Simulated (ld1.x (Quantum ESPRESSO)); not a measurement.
**silicon: one change to an RRKJ potential, before and after**

* Element: Si (Z = 14)
* Generator: ld1.x (Quantum ESPRESSO) 7.5
* Type: norm-conserving RRKJ (Kleinman–Bylander form)
* Functional: BLYP
* Relativity: scalar-relativistic
* Frozen core: [Ne]
* Valence charge: 4
* Reference configuration: 3s2 3p0 (charge +2)
* Partial waves: 3p (bound, empty): rc 1.40 bohr; 3s (bound): rc 1.50 bohr
* Local potential: the s channel
* Core correction: none

All-electron outer shells of the reference configuration (BLYP, scalar-relativistic, ld1.x):

```
shell  level (eV)  outermost node (bohr)  outermost maximum (bohr)
   3s      -28.48                   0.71                      1.69
   3p      -20.45                   0.71                      1.89
```

Change: wave 3p (bound): rc 1.40 bohr becomes 3p (bound): rc 1.70 bohr.

Cutoffs: the cutoffs (Ry, on a coarse ladder) from which the occupation-weighted sum of valence levels, in a spherical-Bessel basis at the reference potential, stays within 10 and 1 mRy of its value at 400 Ry; they do not see the model core or the augmentation charge, which bear on the density cutoff. Errors are all-electron minus pseudo energies relative to the spin-unpolarised reference configuration.

Q: Predict the effect on cutoff, ghosts and configuration errors.

A: The potential gets neither clearly harder nor softer (25 Ry and 40 Ry → 25 Ry and 40 Ry); of the 7 tests that both files solve, the error grows in 0 and shrinks in 2 by more than 15 % and 0.3 meV (median size 63.6 → 46.4 meV); neither file shows a bound ghost.

```csv
quantity,base,changed
"cutoff, loose",25 Ry,25 Ry
"cutoff, tight",40 Ry,40 Ry
bound ghosts,none,none
"error for 3s2 3p2, meV [ΔE -23.48 eV]",+61,+57
"error for 3s2 3p1, meV [ΔE -15.89 eV]",+26,+25
"error for 3s1 3p0, meV [ΔE 34.00 eV]",+117,+117
"error for 3s2 3p2.3, meV [ΔE -24.36 eV]",+68,+63
"error for 3s2 3p1.5, meV [ΔE -20.63 eV]",+45,+43
"error for 3s0 3p4, meV [ΔE -9.60 eV]",+97,+44
"error for 3s1 3p3, meV [ΔE -16.63 eV]",+64,+46
```

Base: The cutoffs count occupied waves only; the empty 3p level needs 45 Ry at the loose tolerance.
